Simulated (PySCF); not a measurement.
## Radial density of Re⁵⁸⁺ (rhenium, charge +58)

TPSSh, [Ne] 3s2 3p5, 2P determinant. Computed with PySCF 2.14 in an uncontracted even-tempered set (17 s from 15 bohr⁻², ratio 2.5; 12 p from 20 bohr⁻², ratio 2.5; 4 d from 81 bohr⁻², ratio 2.7; 4 f from 120 bohr⁻², ratio 2.7), with the spin-free X2C one-electron Hamiltonian (Gaussian nucleus).

```json
{"r (bohr)": "0.0139", "4πr²ρ (e/bohr)": "102.7", "4πr²(ρα − ρβ)": "0.5411"}
{"r (bohr)": "0.0234", "4πr²ρ (e/bohr)": "88.71", "4πr²(ρα − ρβ)": "1.6368"}
{"r (bohr)": "0.0393", "4πr²ρ (e/bohr)": "114.1", "4πr²(ρα − ρβ)": "2.6747"}
{"r (bohr)": "0.0661", "4πr²ρ (e/bohr)": "111.4", "4πr²(ρα − ρβ)": "0.6679"}
{"r (bohr)": "0.111", "4πr²ρ (e/bohr)": "46.59", "4πr²(ρα − ρβ)": "2.2269"}
{"r (bohr)": "0.187", "4πr²ρ (e/bohr)": "47.97", "4πr²(ρα − ρβ)": "6.5741"}
{"r (bohr)": "0.315", "4πr²ρ (e/bohr)": "5.759", "4πr²(ρα − ρβ)": "0.8251"}
{"r (bohr)": "0.529", "4πr²ρ (e/bohr)": "0.02202", "4πr²(ρα − ρβ)": "0.0028"}
```

Densities and radii are taken from the X2C orbitals without a picture-change correction, which distorts them close to the nucleus.

Spin-orbit coupling, absent here, splits the open shell strongly.
